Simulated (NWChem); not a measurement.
# SbH, triplet; SMILES [SbH]

```xyz
2

Sb     0.0000     0.0000    -0.0125
H      0.0000     0.0000     1.7046
```
Atoms are numbered in this order, from 1.

Level: PBE0-D3(BJ)/def2-TZVP with def2 effective core potentials on Sb, spin-unrestricted (NWChem), optimised geometry, unscaled harmonic frequencies. def2 effective core potentials on Sb; no spin-orbit coupling.

```
frequency (cm⁻¹)  IR intensity (km/mol)
----------------  ---------------------
1930                              173.6
```

```yaml
zero_point_energy: 2.8 kcal/mol
thermal correction to the enthalpy at 298.15 K (with zero-point energy): 4.8 kcal/mol
heat capacity Cv: 5.0 cal/(mol K)
```

Rigid rotor and harmonic oscillator.
